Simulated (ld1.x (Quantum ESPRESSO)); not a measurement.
## Os (Z = 76), TM: configuration errors across variants

ld1.x (Quantum ESPRESSO) 7.5 input, shortened:

```
&input
   title='Os', zed=76., rel=1, dft='PZ', iswitch=3,
   config='[Xe] 4f14 5d6 6s0 6p0'
 /
 &inputp
   pseudotype=2, tm=.true., lloc=-1, rcloc=1.25,
   nlcc=.true., rcore=0.85
 /
3
5S  1  0   2.00   0.00  1.25  1.25  0.0
5P  2  1   6.00   0.00  1.95  1.95  0.0
5D  3  2   6.00   0.00  1.90  1.90  0.0
 &test
   configts(1)='5s2 5p6 5d6 6s0 6p0'
 /
```

All-electron excitation energies from the reference (eV): (1) 5s2 5p6 5d6 6s2 6p0 -27.147; (2) 5s2 5p6 5d6 6s1 6p0 -17.284; (3) 5s2 5p6 5d5 6s0 6p0 29.155; (4) 5s2 5p6 5d5 6s2 6p1 -20.999; (5) 5s2 5p6 5d6 6s1 6p1 -22.004; (6) 5s2 5p5 5d6 6s2 6p0 30.010; (7) 5s2 5p6 5d6.5 6s1.5 6p0 -27.074; (8) 5s2 5p6 5d6 6s0 6p0 spin -2.288; (9) 5s2 5p6 5d6 6s2 6p0 spin -29.167.

Spin tests fill each open shell by Hund’s rule, majority spin first.

3 further variants failed, have other tests or another functional or relativity, and are left out.

Errors AE − PS in meV (a dash: test not solved or not reliable):

```tsv
change	(1)	(2)	(3)	(4)	(5)	(6)	(7)	(8)	(9)	bound ghosts
base	+2400	+1572	-6.2	+3185	+1542	+4004	+1729	+33	+2376	none
wave 5p (bound): rc 1.95 bohr becomes 5p (bound): rc 2.48 bohr	+2399	+1571	-6.5	+3166	+1526	+4008	+1729	+31	+2374	none
core correction a·sin(br)/r model core inside 0.96 bohr	+2423	+1583	-6.2	+3221	+1552	+4063	+1743	+42	+2406	none
wave 5s (bound): rc 1.25 bohr becomes 5s (bound): rc 0.98 bohr	+944	+590	-6.2	+1369	+663	+1491	+664	+32	+952	none
```

Give the same row for: all radii but the core radius scaled by about 1.26 (s 1.58, p 2.46, d 2.40 bohr); local potential all-electron potential smoothed inside 1.58 bohr (lloc = -1).

-90, -49, -6.1, -74, -23, -228, -64, +64, -32; bound ghosts: none.
